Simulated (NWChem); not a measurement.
Correlation energy of BeO

```xyz
2

Be     0.0000     0.0000     0.9063
O      0.0000     0.0000    -0.4531
```
Charge 0, spin multiplicity 1.

The numbers come from NWChem runs, not from measurements. Structure: optimised with PBE/def2-SVP, a minimum by its harmonic frequencies.

Basis set: cc-pVDZ. Each correlation energy counts from its own Hartree-Fock reference.

The correlated methods keep 2 core orbitals frozen. The structure started from a generated list of species. Coupled-cluster values serve here as a point of comparison, not as the truth.

Question: One of these methods gave a correlation energy of -246.0 mHa. Which?
(A) CR-CCSD(T)
(B) SCS-MP2
(C) CR-CCSD[T]
(D) MP2

Answer: D, MP2. The others give -236.6 (SCS-MP2), -253.2 (CR-CCSD[T]), -249.0 (CR-CCSD(T)).
